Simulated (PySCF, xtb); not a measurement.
C4H8BN, SMILES C=C1CNB1C.

Harmonic wavenumbers (cm⁻¹) from GFN2-xTB (xtb) at its own minimum, in rising order: 65, 154, 195, 212, 367, 486, 588, 629, 674, 707, 860, 863, 913, 917, 987, 1043, 1086, 1103, 1167, 1209, 1242, 1388, 1416, 1440, 1481, 1492, 1501, 1749, 2894, 2924, 3018, 3029, 3035, 3055, 3099, 3457.

What does B3LYP-D3(BJ)/def2-SVP (PySCF) give at its own minimum? (An estimate is asked for; the answer gives what the named calculation found.)

86, 178, 200, 233, 378, 510, 598, 623, 693, 696, 834, 877, 891, 942, 1000, 1020, 1096, 1146, 1174, 1221, 1259, 1327, 1425, 1435, 1435, 1463, 1511, 1761, 2997, 3019, 3047, 3088, 3109, 3109, 3200, 3628. Paired by order, the mean absolute difference is 34 cm⁻¹ and the zero-point energies are 72.1 and 73.2 kcal/mol.
